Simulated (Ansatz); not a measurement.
**Cost against result**

Saddle point of BH$_{3}$Cl$_{2}$F$_{2}$, singlet (BHCl₂ ([Cl][BH][Cl]) + HF + HF → BCl₂F ([F][B]([Cl])[Cl]) + HF + H₂; bonds formed: B1–F6, H2–H7, H5–F8; bonds broken: B1–H2, H5–F6, H7–F8), PBE0-D4/def2-TZVP structure:

```xyz
8
angstrom
B -0.4836 0.2889 -0.5727
H 0.8154 0.1858 -0.6050
Cl -1.1161 -0.7918 -1.8389
Cl -0.8611 2.0269 -0.6567
H 0.1177 -0.5573 1.2887
F -0.8906 -0.2437 0.7848
H 1.1858 -0.2342 0.2904
F 1.2326 -0.6745 1.3093
```

Barriers are electronic and count from the start structure reached by relaxing down the imaginary mode.

Ansatz 0.2.0; basis: as named in each row; cores frozen in the correlated methods. B3LYP uses VWN-RPA correlation. Extrapolation: Hartree–Fock as exp(−7.88 √X), correlation as X^−2.97.

Times are rough, for one single point on 4 threads of a shared host (Arm Neoverse V1).

The estimate by CCSD(T) at an estimated basis limit (MP2 extrapolated from triple and quadruple zeta, plus CCSD(T) − MP2 in triple zeta) is 0.884 eV.

```
      method       basis  time (s)  barrier (eV)  method less estimate
          HF      STO-3G   under 1        -0.522                -1.406
      PBE-D4      STO-3G   under 1        -2.642                -3.525
       SPW92    def2-SVP   under 1        -0.533                -1.417
    B3LYP-D4       6-31G   under 1         0.434                -0.450
      PBE-D4    def2-SVP   under 1         0.054                -0.830
     PBE0-D4    def2-SVP   under 1         0.285                -0.599
       SPW92  def2-TZVPP         1        -0.098                -0.982
     BLYP-D4  def2-TZVPP         2         0.684                -0.200
      PBE-D4  def2-TZVPP         2         0.453                -0.431
    B3LYP-D4  def2-TZVPP         2         0.762                -0.122
    BHLYP-D4  def2-TZVPP         2         0.944                 0.060
     PBE0-D4  def2-TZVPP         3         0.595                -0.289
CAM-B3LYP-D4  def2-TZVPP         3         0.694                -0.189
     CCSD(T)    def2-SVP         3         0.775                -0.109
   r2SCAN-D4  def2-TZVPP         4         0.503                -0.381
     wB97M-V    def2-SVP         4         0.373                -0.510
  r2SCAN0-D4  def2-TZVPP         4         0.625                -0.259
  RPA on PBE  def2-TZVPP         4         0.815                -0.069
      B2PLYP  def2-TZVPP         4         0.808                -0.076
    PBE-QIDH  def2-TZVPP         4         0.710                -0.174
     wB97X-V  def2-TZVPP         6         0.739                -0.145
      B97M-V  def2-TZVPP         7         0.748                -0.135
     wB97M-V  def2-TZVPP         7         0.739                -0.144
         MP2  def2-QZVPP        14         0.802                -0.082
     CCSD(T)  def2-TZVPP       110         0.837                -0.046
```

All methods are single points on the PBE0-D4 structures; a negative value means that the method puts the saddle structure below the start.

The T1 diagnostic stays at or below 0.011.

Labels in which every atom is bracketed show which atoms are joined, not bond orders.
